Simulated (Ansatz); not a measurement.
`F/C=C(/F)I` + H₂O → `O/C=C(/F)I` + H–F at 400 K and 1 bar (formal hydrolysis of a C–F bond).

Isolated molecules relaxed with PBE0-D4/def2-TZVP in Ansatz; ΔE leaves out vibrations. CCSD(T)/CBS is the MP2 limit (def2-TZVPP, def2-QZVPP) plus CCSD(T) − MP2 in def2-TZVPP, frozen cores. This one scheme is used for every species. Double bonds are as drawn, so ΔE can hold a change between cis and trans. def2 core potentials past Kr. For I outer-core shells are correlated without core-valence functions, which leaves a few kJ/mol of doubt a bond. Each species was taken in one conformer, which may not be the lowest.

| species | CCSD(T)/CBS energy (Eh) | H − E (kJ/mol) | S (J/(mol·K)) |
| --- | --- | --- | --- |
| `F/C=C(/F)I` | -573.66914 | 94.8 | 346.6 |
| H₂O | -76.37941 | 69.8 | 198.6 |
| `O/C=C(/F)I` | -549.66412 | 129.2 | 352.0 |
| H–F | -100.39570 | 36.5 | 182.2 |

H − E and S are ideal-gas, rigid-rotor, harmonic terms from PBE0-D4/def2-TZVP, for one conformer and one mirror image of each species. 1 Eh = 2625.50 kJ/mol, R = 8.31446 J/(mol·K).

**Question.** By hand: ΔE, ΔH, ΔS and ΔG.

**Answer.** ΔE = (-549.66412) + (-100.39570) − (-573.66914) − (-76.37941) = -0.01127 Eh = -29.6 kJ/mol. Δ(H − E) = 129.2 + 36.5 − 94.8 − 69.8 = 1.1, so ΔH = -28.5 kJ/mol. ΔS = 352.0 + 182.2 − 346.6 − 198.6 = -11.0 J/(mol·K). ΔG = -28.5 − 400 × (-11.0)/1000 = -24.1 kJ/mol.

**Question.** By hand: the equilibrium constant, and the temperature at which ΔG would vanish if ΔH and ΔS stayed fixed.

**Answer.** log₁₀ K = −ΔG/(RT ln 10) = 3.1. ΔG = 0 at ΔH/ΔS = 2591 K, far beyond where these terms or the molecules hold.

The number of gas molecules stays the same, so ΔS is small and ΔH decides. A doubt of 5 kJ/mol in ΔE shifts log₁₀ K by 0.7 here. Other conformers and mirror images would add mixing entropy, several J/(mol·K) or more a flexible species. These are equilibria of isolated gas molecules and say nothing of rates. Largest T1 diagnostic: 0.012 (customary marks: 0.02 for closed shells, 0.045 for open ones).
